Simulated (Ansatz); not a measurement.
The same molecule with X = Si, Ge, Sn. Ansatz, PBE0-D4/def2-TZVP geometries, multiplicity 1. Each molecule was computed in one conformer, which needn't be the lowest.

Elements past krypton have def2 core potentials. Scalar relativity is left out up to krypton.

| X | molecule | mean X–Cl bond length / Å | mean X–F bond length / Å | mean X–H bond length / Å | size of the dipole moment (B3LYP/def2-TZVPP) / D | zero-point energy (PBE0-D4/def2-TZVP) / kJ/mol | HOMO energy (B3LYP/def2-TZVPP) / eV |
| --- | --- | --- | --- | --- | --- | --- | --- |
| Ge | `[NH2][GeH]([F])[Cl]` | 2.129 | 1.738 | 1.525 | 2.32 | 99.1 | -8.15 |
| Sn | `[NH2][SnH]([F])[Cl]` | 2.305 | 1.920 | 1.691 | 2.45 | 92.8 | -8.06 |

Task: Give the row for X = Si, `N[SiH](F)Cl`. (Best estimate.)

Result: Ansatz gave: 
```tsv
X	molecule	mean X–Cl bond length / Å	mean X–F bond length / Å	mean X–H bond length / Å	size of the dipole moment (B3LYP/def2-TZVPP) / D	zero-point energy (PBE0-D4/def2-TZVP) / kJ/mol	HOMO energy (B3LYP/def2-TZVPP) / eV
Si	`N[SiH](F)Cl`	2.039	1.593	1.471	2.45	104.1	-8.06
```

From Si to Sn the mean X–Cl bond length rises at each step, by 0.266 Å in all; the mean X–F bond length rises at each step, by 0.327 Å in all; the mean X–H bond length rises at each step, by 0.220 Å in all; the zero-point energy (PBE0-D4/def2-TZVP) falls at each step, by 11.3 kJ/mol in all; the HOMO energy (B3LYP/def2-TZVPP) isn't monotonic: highest at Si, lowest at Ge. Bonds lengthen as the atom grows down the group. Dipoles are sizes alone, and their direction can turn along the series.

B3LYP here is the variant with VWN-RPA as its local correlation; programs differ in this.
